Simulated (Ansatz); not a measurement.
The lowest singlet and triplet of H2Si2 (SMILES [Si]=[SiH2]); geometries from B3LYP-D3(BJ)/def2-TZVP, each state relaxed from the structure named, with no frequency check.
Singlet (charge 0, multiplicity 1):
```xyz
4

Si     1.22700    -0.05796     0.01106
Si    -0.97030     0.04584    -0.00875
H     -1.85504    -1.14480    -0.01104
H     -1.73877     1.31457    -0.02137
```
Triplet (charge 0, multiplicity 3):
```xyz
4

Si     1.2764    -0.0608     0.0115
Si    -1.0047     0.0478    -0.0091
H     -1.9586    -1.0982    -0.0180
H     -1.8455     1.2792    -0.0163
```

A positive gap puts the triplet lower; no zero-point energy. R- takes a restricted singlet. U- takes an unrestricted singlet (broken symmetry where lower, unprojected). The triplet is unrestricted in single-reference levels. Active spaces average the two states.

Correlated levels freeze the cores.

Codes used: Ansatz (Gaussian basis) for Hartree–Fock, density functionals and correlated methods. Each number belongs to the level named beside it.

| level | gap E(singlet) − E(triplet), adiabatic (eV) |
|---|---|
| U-HF/cc-pV(T+d)Z (spin-contaminated) | 0.190 |
| R-SVWN5/def2-TZVPP | -0.436 |
| U-r2SCAN/def2-TZVPP (spin-contaminated) | -0.174 |
| U-BHLYP/def2-TZVPP (spin-contaminated) | -0.201 |
| R-MP2/cc-pV(Q+d)Z | -0.367 |
| U-SCS-MP2/cc-pV(T+d)Z (spin-contaminated) | (withheld) |
| R-SCS-MP2/cc-pV(Q+d)Z | -0.491 |
| FIC-MRCISD+Q on SA-CASSCF(4,4)/cc-pV(D+d)Z | (withheld) |
| FIC-MRCISD+Q on SA-CASSCF(4,4)/cc-pV(Q+d)Z | -0.482 |

Q: Some entries are withheld; supply them.

A: 
- U-SCS-MP2/cc-pV(T+d)Z (spin-contaminated), gap E(singlet) − E(triplet), adiabatic (eV): 0.021
- FIC-MRCISD+Q on SA-CASSCF(4,4)/cc-pV(D+d)Z, gap E(singlet) − E(triplet), adiabatic (eV): -0.417

Doubts at one or more of the structures used: a restricted determinant that unrestricted orbitals would lower (R-MP2/cc-pV(Q+d)Z, R-SCS-MP2/cc-pV(Q+d)Z).

Ansatz is a program for electronic structure.
